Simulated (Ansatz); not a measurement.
Relaxation of BF₂H₅SSi (10 atoms, charge 0, multiplicity 1), to a largest force component of 0.03 eV/Å in at most 50 steps.

The calculation used RKS B3LYP-D4/def2-SVP (Ansatz).

```xyz
10
Properties=species:S:1:pos:R:3
B 0.519 -1.408 -0.544
S 1.178 -0.690 -2.127
F -0.706 -1.897 -0.520
F 1.264 -1.490 0.544
H -0.059 0.738 -0.239
Si -0.921 1.161 0.846
H 2.376 -0.351 -1.598
H -0.328 2.363 1.496
H -2.264 1.501 0.292
H -1.059 0.072 1.851
```

Task: Where does it end, and by what steps?

Result: It converged. The force dipped under the threshold on the way, but the program's further checks kept it going. After 22 steps the energy has fallen by 0.169 eV; H8 moved furthest, 0.81 Å.

```
step  energy less start (eV)  largest force component (eV/Å)  accepted
   0                  0.0000                           0.877       yes
   1                 -0.0908                           0.633       yes
   2                 -0.1118                           0.655       yes
   3                 -0.1345                           0.353       yes
   4                 -0.1458                           0.152       yes
   5                 -0.1493                           0.156       yes
   6                 -0.1519                           0.069       yes
   7                 -0.1541                           0.140       yes
   8                 -0.1555                           0.113       yes
   9                 -0.1550                           0.236        no
  10                 -0.1562                           0.075       yes
  11                 -0.1566                           0.062       yes
  12                 -0.1576                           0.101       yes
  13                 -0.1587                           0.078       yes
  14                 -0.1597                           0.047       yes
  15                 -0.1612                           0.146       yes
  16                 -0.1635                           0.081       yes
  17                 -0.1652                           0.027       yes
  18                 -0.1653                           0.242       yes
  19                 -0.1638                           0.235        no
  20                 -0.1681                           0.035       yes
  21                 -0.1687                           0.028       yes
  22                 -0.1690                           0.027       yes
```

```xyz
10
Properties=species:S:1:pos:R:3
B 0.600 -1.450 -0.714
S 1.351 -0.925 -2.273
F -0.719 -1.490 -0.612
F 1.319 -1.797 0.341
H 0.046 1.343 -0.003
Si -1.040 1.341 1.019
H 2.625 -1.057 -1.835
H -1.052 2.660 1.715
H -2.352 1.114 0.351
H -0.779 0.260 2.010
```

Whether the end is a true minimum wasn't checked by a vibrational analysis.

Time of the run: 110 s on 2 threads of Arm Neoverse N1, with other jobs on the host, peak memory 0.22 GiB.
